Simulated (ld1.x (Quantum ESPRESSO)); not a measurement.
# Ge (Z = 32): one change to a TM potential, before and after

```
Element                 : germanium
Generator               : ld1.x (Quantum ESPRESSO) 7.5
Type                    : norm-conserving Troullier–Martins (Kleinman–Bylander form)
Functional              : PBEsol
Relativity              : scalar-relativistic
Frozen core             : [Ar] 3d10
Valence charge          : 4
Reference configuration : 4s2 4p2
Partial waves           : 4s (bound): rc 1.40 bohr; 4p (bound): rc 1.65 bohr; 4d channel at 0.05 Ry: rc 1.35 bohr
Local potential         : the d channel
Core correction         : a·sin(br)/r model core inside 1.15 bohr
```

Change: core correction none.

Cutoffs: the cutoffs (Ry, on a coarse ladder) from which the occupation-weighted sum of valence levels, in a spherical-Bessel basis at the reference potential, stays within 10 and 1 mRy of its value at 400 Ry; they do not see the model core or the augmentation charge, which bear on the density cutoff. Errors are all-electron minus pseudo energies relative to the spin-unpolarised reference configuration.

How do hardness, ghosts and transferability respond?

The potential gets neither clearly harder nor softer (35 Ry and 80 Ry → 35 Ry and 80 Ry); both files keep a bound ghost (p, s); of the 7 tests that both files solve, the error grows in 0 and shrinks in 5 by more than 15 % and 0.3 meV (median size 28.8 → 5.9 meV).

```csv
quantity,base,changed
"cutoff, loose",35 Ry,35 Ry
"cutoff, tight",80 Ry,80 Ry
bound ghosts,"s, p","s, p"
"error for 4s2 4p1, meV [ΔE 7.45 eV]",-5.5,-5.9
"error for 4s2 4p0, meV [ΔE 22.90 eV]",-48,-32
"error for 4s1 4p0, meV [ΔE 57.69 eV]",-285,-2.5
"error for 4s2 4p2.3, meV [ΔE -0.88 eV]",0.0,-0.1
"error for 4s1 4p3, meV [ΔE 7.98 eV]",-13,+7.6
"error for 4s1 4p2, meV [ΔE 16.18 eV]",-29,+4.8
"error for 4s0 4p4, meV [ΔE 16.21 eV]",-49,+41
s: phases at 1.80 bohr within 0.05 rad from the reference energy up to (Ry; the scan ends near 5),4.4,4.4
p: phases at 1.80 bohr within 0.05 rad from the reference energy up to (Ry; the scan ends near 5),to the end of the scan,to the end of the scan
d: phases at 1.80 bohr within 0.05 rad from the reference energy up to (Ry; the scan ends near 5),0.7,0.7
```

 A true bound ghost makes a file unfit for plane-wave use even where its test errors are small: the radial tests pick states by their node count and pass the ghost by.
